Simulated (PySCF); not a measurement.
GeH₂, neutral, multiplicity 1.

```xyz
3

Ge     0.0000     0.0000     0.0659
H      0.0000    -1.1340    -1.0542
H      0.0000     1.1340    -1.0542
```
Charge 0, spin multiplicity 1.

Coordinates come from a PBE0-D3(BJ)/def2-TZVPD optimisation. The isomer is the one that the SMILES or the coordinates give; other isomers of the formula were not compared.

All values below come from PBE0/pcSseg-2 (PySCF). Non-relativistic, no solvent.

Question: Give the absolute GIAO shielding of each atom: isotropic value and principal components (ppm). (Estimate from the structure and the level; the computed values follow.)

Answer: 
| atom | σ(iso) | σ11 | σ22 | σ33 | span |
|---|---|---|---|---|---|
| Ge1 | -411.8 | -3215.4 | 87.7 | 1892.4 | 5107.8 |
| H2 | 17.5 | 6.4 | 22.4 | 23.7 | 17.3 |
| H3 | 17.5 | 6.4 | 22.4 | 23.7 | 17.3 |
